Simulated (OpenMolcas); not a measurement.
## Ionisation energies of palladium

```
Program             : OpenMolcas
Basis               : ANO-RCC [10s9p9d6f4g2h]
Scalar Hamiltonian  : DKH2, point nucleus
Spin-orbit coupling : state interaction with AMFI integrals over the reference wave functions, term energies averaged over their components
```

Active shells in each charge state: the valence d shell, with orbitals averaged over the low states. Where CASPT2's correlated closed shells are named, they are those of the first ion.

A. CASSCF
B. SS-CASPT2, IPEA 0.25 Eh, imaginary shift 0.1 Eh (closed shells correlated: 4s 4p)
C. SS-CASPT2, IPEA 0.25 Eh, imaginary shift 0.1 Eh (closed shells correlated: 3d 4s 4p)
D. SS-CASPT2, IPEA 0 Eh, imaginary shift 0.1 Eh (closed shells correlated: 4s 4p)
E. SS-CASPT2, IPEA 0.25 Eh, imaginary shift 0.1 Eh (closed shells correlated: none)

Energies in eV between the lowest computed levels, named as in B; reference values from the NIST Atomic Spectra Database with their kind.

```
           From               To        A        B        C        D        E  Spin-orbit share in B                Reference
   Pd2+ 4d⁸ ³F₄  Pd3+ 4d⁷ ⁴F_9/2   31.136   32.902   32.861   32.837   32.887                 -0.025  32.930 (semi-empirical)
Pd3+ 4d⁷ ⁴F_9/2     Pd4+ 4d⁶ ⁵D₄   46.242   47.829   47.785   47.836   47.751                 +0.085     46.000 (theoretical)
   Pd4+ 4d⁶ ⁵D₄  Pd5+ 4d⁵ ⁶S_5/2   61.282   62.895   62.856   62.852   62.745                 +0.223     61.000 (theoretical)
Pd5+ 4d⁵ ⁶S_5/2     Pd6+ 4d⁴ ⁵D₀   83.607   84.554   84.498   84.629   84.353                 -0.389     84.100 (theoretical)
   Pd6+ 4d⁴ ⁵D₀  Pd7+ 4d³ ⁴F_3/2  100.929  101.953  101.911  102.014  101.582                 -0.168    101.000 (theoretical)
Pd7+ 4d³ ⁴F_3/2     Pd8+ 4d² ³F₂  120.241  121.194  121.159  121.257  120.642                 -0.038    120.000 (theoretical)
```

The lowest level within the active space need not be the ion's true ground level.
